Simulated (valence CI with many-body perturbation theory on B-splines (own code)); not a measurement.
Ce²⁶⁺: E2, M1, M2 decay

Computed by relativistic CI+MBPT: four valence electrons over a frozen Dirac-Fock core [Ar] 3d10, radial functions for each j: 11 s, 11 p, 9 d, 7 f, 5 g, 2 h, 1 i, with the one-electron correlation potential Σ1 (screened to all orders), the two-electron term Σ2, the three-electron term Σ3, Breit, model QED; selected single and double excitations, second order for the rest (own B-spline code, finite nucleus).

No measured spectrum was set against this ion. As an estimate, large intervals hold to a few tenths of a per cent, small ones and those within an open d or f shell to about a per cent.

Lines 1 to 11 of 11 in falling wavelength, among levels below 234.39 eV, chosen from the decays that carry over 1 % of a level's rate. Wavelengths and rates use the calculated energies. Electric multipoles are in the length gauge, E1 and E2 with the static RPA response of the core. S is in atomic units (e²a₀⁴ for E2 and M2, e²a₀⁶ for E3), for M1 in squared Bohr magnetons. Weak lines are less certain than strong ones. Lines between different terms over intervals too small for the method are left out, as are lines whose strength nearly cancels.

Levels are named by their leading jj configuration (3d3/2^4 stands for four electrons in 3d with j = 3/2), which in mixed levels can hold well under half, so a name can repeat and another be missing.

| λ vac (Å) | Upper | Lower | Type | A (s⁻¹) | S (a.u.) |
| --- | --- | --- | --- | --- | --- |
| 4367 | (4s^2 4p1/2 4p3/2) J=2 | (4s^2 4p1/2 4p3/2) J=1 | M1 | 6.83e+01 | 1.05e+00 |
| 632.2 | (4s^2 4p3/2 4d5/2) J=4 | (4s^2 4p1/2 4d5/2) J=3 | M1 | 6.09e+04 | 5.13e+00 |
| 559.8 | (4s^2 4p1/2 4p3/2) J=1 | (4s^2 4p1/2^2) J=0 | M1 | 7.72e+04 | 1.51e+00 |
| 510.1 | (4s^2 4p3/2^2) J=2 | (4s^2 4p1/2 4p3/2) J=2 | M1 | 7.40e+04 | 1.82e+00 |
| 496.2 | (4s^2 4p1/2 4p3/2) J=2 | (4s^2 4p1/2^2) J=0 | E2 | 7.23e+02 | 9.70e-02 |
| 456.8 | (4s^2 4p3/2^2) J=2 | (4s^2 4p1/2 4p3/2) J=1 | M1 | 8.18e+04 | 1.45e+00 |
| 402.1 | (4s^2 4p3/2^2) J=0 | (4s^2 4p1/2 4p3/2) J=2 | E2 | 5.78e+03 | 5.42e-02 |
| 368.2 | (4s^2 4p3/2^2) J=0 | (4s^2 4p1/2 4p3/2) J=1 | M1 | 2.63e+05 | 4.87e-01 |
| 270.8 | (4s^2 4p3/2 4d5/2) J=4 | (4s 4p1/2 4p3/2^2) J=3 | M1 | 3.55e+03 | 2.35e-02 |
| 172.1 | (4s^2 4p3/2 4d5/2) J=4 | (4s 4p1/2^2 4p3/2) J=2 | E2 | 3.37e+03 | 4.09e-03 |
| 120.9 | (4s^2 4p3/2 4d5/2) J=4 | (4s^2 4p3/2^2) J=2 | M2 | 1.02e+03 | 2.12e-04 |
